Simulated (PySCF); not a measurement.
CH2Cl (SMILES [CH2-]Cl), charge -1, singlet, geometry from GFN2-xTB (in this run its highest filled SCF level lies above zero, so its values depend strongly on the basis, on diffuse functions most of all); BHANDHLYP/6-311G** (PySCF).

PySCF was given this input:
```python
from pyscf import gto, scf, dft

mol = gto.M(
    atom='''
C     0.003763    0.162179   -1.249589
Cl   -0.001562    0.000183    0.619069
H     0.884064   -0.491403   -1.511094
H    -0.880087   -0.484781   -1.515547
''',
    basis='6-311g**',
    charge=-1,
    spin=0,
    verbose=4,
)

mf = dft.RKS(mol)
mf.xc = 'bhandhlyp'
mf.grids.atom_grid = (99, 590)
mf.grids.prune = None
mf.kernel()
```

What the program printed (banner, timings and long lists left out):

```
PySCF version 2.14.0

[INPUT] verbose = 4
[INPUT] num. atoms = 4
[INPUT] num. electrons = 26
[INPUT] charge = -1
[INPUT] spin (= nelec alpha-beta = 2S) = 0
[INPUT] symmetry False subgroup None
[INPUT] Mole.unit = angstrom
[INPUT] Symbol           X                Y                Z      unit          X                Y                Z       unit  Magmom
[INPUT]  1 C      0.003763000000   0.162179000000  -1.249589000000 AA    0.007111039407   0.306473893156  -2.361380978269 Bohr   0.0
[INPUT]  2 Cl    -0.001562000000   0.000183000000   0.619069000000 AA   -0.002951752207   0.000345819881   1.169870862208 Bohr   0.0
[INPUT]  3 H      0.884064000000  -0.491403000000  -1.511094000000 AA    1.670638836587  -0.928617086790  -2.855553808474 Bohr   0.0
[INPUT]  4 H     -0.880087000000  -0.484781000000  -1.515547000000 AA   -1.663123395790  -0.916103320393  -2.863968758906 Bohr   0.0

nuclear repulsion = 42.3384667314705
number of shells = 28
number of NR pGTOs = 95
number of NR cGTOs = 56
basis = 6-311g**
ecp = {}

******** <class 'pyscf.dft.rks.RKS'> ********
method = RKS
initial guess = minao
damping factor = 0
level_shift factor = 0
DIIS = <class 'pyscf.scf.diis.CDIIS'>
diis_start_cycle = 1
diis_space = 8
diis_damp = 0
SCF conv_tol = 1e-09
SCF conv_tol_grad = None
SCF max_cycles = 50
direct_scf = True
direct_scf_tol = 1e-13
XC library pyscf.dft.libxc version 7.1.2
    S. Lehtola, C. Steigemann, M. J. T. Oliveira, and M. A. L. Marques,  SoftwareX 7, 1–5 (2018)
XC functionals = bhandhlyp
    A. D. Becke,  J. Chem. Phys. 98, 1372 (1993)
    Defined through Gaussian implementation.
radial grids:
    Treutler-Ahlrichs [JCP 102, 346 (1995); DOI:10.1063/1.469408] (M4) radial grids

becke partition: Becke, JCP 88, 2547 (1988); DOI:10.1063/1.454033
pruning grids: None
grids dens level: 3
symmetrized grids: False
atomic radii adjust function: <function treutler_atomic_radii_adjust>
User specified grid scheme (99, 590)
small_rho_cutoff = 0
Set gradient conv threshold to 3.16228e-05
Initial guess from minao.
tot grids = 233640
init E= -499.259503649899
  HOMO = -0.214938846510175  LUMO = -0.00977532382653556  gap/eV = 5.58278
cycle= 1 E= -499.411612075392  delta_E= -0.152  |g|= 0.298  |ddm|= 1.48
  HOMO = 0.0660352616600407  LUMO = 0.297114169534131  gap/eV = 6.28798
cycle= 2 E= -499.427896102768  delta_E= -0.0163  |g|= 0.234  |ddm|= 0.723
  HOMO = 0.00586515341786983  LUMO = 0.278453211202024  gap/eV = 7.41750
cycle= 3 E= -499.441931031195  delta_E= -0.014  |g|= 0.0252  |ddm|= 0.268
  HOMO = 0.00647876462535588  LUMO = 0.279773877202662  gap/eV = 7.43674
cycle= 4 E= -499.442079677719  delta_E= -0.000149  |g|= 0.0124  |ddm|= 0.0378
  HOMO = 0.00415740925787186  LUMO = 0.278899383916122  gap/eV = 7.47611
cycle= 5 E= -499.442126109494  delta_E= -4.64e-05  |g|= 0.0033  |ddm|= 0.0209
  HOMO = 0.00430696207201609  LUMO = 0.278864825059392  gap/eV = 7.47110
cycle= 6 E= -499.44213201948  delta_E= -5.91e-06  |g|= 0.000881  |ddm|= 0.0106
  HOMO = 0.00433831096358089  LUMO = 0.27891729613456  gap/eV = 7.47167
cycle= 7 E= -499.442133044432  delta_E= -1.02e-06  |g|= 0.000294  |ddm|= 0.00596
  HOMO = 0.00436419040292141  LUMO = 0.278927149744706  gap/eV = 7.47124
cycle= 8 E= -499.44213317034  delta_E= -1.26e-07  |g|= 4.23e-05  |ddm|= 0.00268
  HOMO = 0.00435846079284047  LUMO = 0.278922392544048  gap/eV = 7.47127
cycle= 9 E= -499.442133172003  delta_E= -1.66e-09  |g|= 8.5e-06  |ddm|= 0.000221
  HOMO = 0.00435771471117161  LUMO = 0.278922107615719  gap/eV = 7.47128
cycle= 10 E= -499.442133172085  delta_E= -8.14e-11  |g|= 3.39e-06  |ddm|= 4.1e-05
  HOMO = 0.00435735251263039  LUMO = 0.278922021460749  gap/eV = 7.47129
Extra cycle  E= -499.442133172094  delta_E= -9.55e-12  |g|= 1.34e-06  |ddm|= 1.27e-05
converged SCF energy = -499.442133172094
```
